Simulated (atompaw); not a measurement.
## An all-electron radial function and its pseudo partner (S (Z = 16))

Columns: radius, all-electron u(r) and pseudo u(r) of the 3s shell (level -33.29 eV) of sulfur in the configuration [Ne] 3s2 3p2.5; PBEsol, scalar-relativistic, PAW (atompaw) scheme, atompaw 4.2.0.5.

```csv
r (bohr),all-electron,pseudo
0.054,0.2295,0.0358
0.108,0.0833,0.0719
0.162,-0.1301,0.1088
0.215,-0.2988,0.1459
0.269,-0.3996,0.1849
0.323,-0.4306,0.2252
0.377,-0.4050,0.2669
0.431,-0.3378,0.3097
0.485,-0.2430,0.3535
0.538,-0.1341,0.3974
0.592,-0.0158,0.4426
0.646,0.1033,0.4881
0.700,0.2187,0.5333
0.754,0.3269,0.5779
0.808,0.4261,0.6213
0.862,0.5150,0.6629
0.915,0.5920,0.7013
0.969,0.6598,0.7373
1.023,0.7171,0.7696
1.077,0.7644,0.7977
1.131,0.8021,0.8214
1.185,0.8309,0.8406
1.238,0.8512,0.8551
1.292,0.8646,0.8656
1.346,0.8713,0.8714
1.400,0.8721,0.8721
```

Q: How many radial nodes do the two functions have?

A: The all-electron 3s function has n − l − 1 = 2; the pseudo-wave has 0, since the states of the same l below it are removed with the core.

Q: Is the pseudo-wave norm-conserving?

A: No, it belongs to a PAW set: the norm inside the radius is not constrained, and the difference is carried by the augmentation charge.
